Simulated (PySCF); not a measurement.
## F(2+): ionisation energy

F(2+) [He] 2s2 2p3 (4S) → F(3+) [He] 2s2 2p2 (3P), as a difference of total energies. All numbers are calculated (PySCF 2.14, the spin-free X2C one-electron Hamiltonian (Gaussian nucleus), in aug-cc-pVQZ-DK). Correlated levels: valence: 1s2 frozen. The calculations carry no spin-orbit coupling.

Task: Order these methods by the ionisation energy they give, lowest first.
A. PBE
B. r2SCAN
C. MN15
D. CAM-B3LYP

Result: C (62.798 eV), A (62.842 eV), D (62.930 eV), B (63.164 eV).

A first-order spin-orbit estimate (lowest level to lowest level, LS coupling) adds -0.054 eV.

Errors of the correlated levels include the incompleteness of this basis and the frozen core.

For comparison: 62.708 eV (semi-empirical (NIST evaluation); NIST Atomic Spectra Database, ionization energies).
